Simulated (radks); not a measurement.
Problem. Spherical jellium clusters: N electrons in a uniform positive sphere of charge N and radius rs N^(1/3), rs = 3.66 bohr. Method: non-relativistic Kohn-Sham, LDA (Slater exchange, Perdew-Wang correlation), spin-polarised, spherical densities; computed with a radial shooting solver with Libxc functionals. Levels are named by radial order and angular momentum (1s, 1p, 1d, 2s, ...), and open shells are averaged over m. Each electron was tried in the lowest free levels, single moves between levels near the top were tried too, and the lowest total energy was kept; such a search can miss a lower state. Give the order in which the levels fill up to N = 35, the shell closures and the spin along the way.

Solution. Shells are first occupied in the order 1s, 1p, 1d, 2s, 1f, 2p. Open shells at each N (closed shells left out): 1: 1s(up 1, down 0); 2: none; 3: 1p(up 1, down 0); 4: 1p(up 2, down 0); 5: 1p(up 3, down 0); 6: 1p(up 3, down 1); 7: 1p(up 3, down 2); 8: none; 9: 1d(up 1, down 0); 10: 1d(up 2, down 0); 11: 1d(up 3, down 0); 12: 1d(up 4, down 0); 13: 1d(up 5, down 0); 14: 1d(up 5, down 1); 15: 1d(up 5, down 2); 16: 1d(up 5, down 3); 17: 1d(up 5, down 4); 18: none; 19: 2s(up 1, down 0); 20: none; 21: 1f(up 1, down 0); 22: 1f(up 2, down 0); 23: 1f(up 3, down 0); 24: 1f(up 4, down 0); 25: 1f(up 5, down 0); 26: 1f(up 6, down 0); 27: 1f(up 7, down 0); 28: 1f(up 7, down 1); 29: 1f(up 7, down 2); 30: 1f(up 7, down 3); 31: 1f(up 7, down 4); 32: 1f(up 7, down 5); 33: 1f(up 7, down 6); 34: none; 35: 2p(up 1, down 0). All shells are closed at N = 2, 8, 18, 20, 34 (there: 1s2 1p6 1d10 2s2 1f14). Largest 2S: 7, at N = 27.
